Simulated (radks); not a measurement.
Values are calculated unless marked as measured or tabulated.
Ionisation of the erbium ion Er+, [Xe] 4f12 6s1, to Er2+, [Xe] 4f12, under several functionals. Scalar-relativistic Kohn-Sham, spin-unpolarised, spherical densities, finite nucleus; a radial shooting solver on a logarithmic mesh with Libxc functionals. Known Delta-SCF values: exchange-only B88 11.396 eV. What does OLYP give, and what is its highest occupied eigenvalue?

Answer. 11.828 eV by Delta-SCF; the 6s eigenvalue is -8.660 eV. NIST: 11.92 eV (semi-empirical).

Beside tabulated values, note that spin-unpolarised runs miss the spin-polarisation part of the exchange energy of open shells.
